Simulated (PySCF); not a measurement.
Electronic absorption of [C5H3FNO2S]-

C5H3FNO2S (charge -1).
SMILES: `Cc1nc(C(=O)[O-])c(F)s1`

Level of theory: TDDFT PBE0/def2-SVPD, vertical, gas phase, core orbitals frozen in the response in PySCF. Geometry: GFN2-xTB; no solvent, vibrations or thermal averaging. Torsions of this conformer, `[CH3:1][c:2]1[n:3][c:4]([C:5](=[O:6])[O-:7])[c:8]([F:9])[s:10]1`: N3–C4–C5–O6 180°.

Problem. What does the calculation give for the low-lying excited states?

Solution. 

```csv
state,E (eV),ν̃ (cm⁻¹),f,symmetry,"main configurations (H = HOMO, L = LUMO)"
S1,3.73,30080,0.0000,–,"H-1→L (74%), H→L (24%)"
S2,3.80,30610,0.0001,–,"H→L (74%), H-1→L (24%)"
S3,4.22,34030,0.0057,A′,"H→L+1 (83%), H-1→L+1 (10%)"
S4,4.26,34340,0.0017,–,"H-2→L (74%), H-1→L+1 (20%)"
S5,4.36,35140,0.045,A′,"H-1→L+1 (66%), H-2→L (25%)"
S6,4.62,37280,0.0000,–,"H-2→L+1 (85%), H-3→L+1 (9%)"
```

Triplets, Tamm–Dancoff:

```tsv
state	E (eV)	λ (nm)	main configurations (H = HOMO, L = LUMO)
T1	3.44	360.5	H-3→L (91%)
T2	3.58	346.0	H-1→L (75%), H→L (19%)
```

The lowest singlet lies at 3.73 eV (332 nm, ultraviolet) and is dark (f under 0.0005); its leading configuration is HOMO-1→LUMO (74%). The most intense listed level is S5 at 4.36 eV (285 nm, f = 0.045), 0.63 eV above S1. Löwdin shares by element: HOMO oxygen 85%, carbon 7% or more; LUMO carbon 36% or more, sulfur 24%, nitrogen 17% (atoms not listed hold the other 23%). The listed states span 0.89 eV, and the widest gap between neighbours is 0.42 eV (S2 to S3). Of the 6 states listed, 1 reaches f = 0.01 and 3 stay under 0.0005. The oscillator strengths of these states sum to 0.053; summed over the whole spectrum of an exact calculation they would give the number of electrons, 82 (Thomas–Reiche–Kuhn). No detachment energy is given for this anion; states above it aren't bound, and a finite basis only mimics them. Symmetry labels in Cs follow from the direction of the transition dipole and are given only for states with f of 0.002 or more. The window holds the lowest 6 singlets.
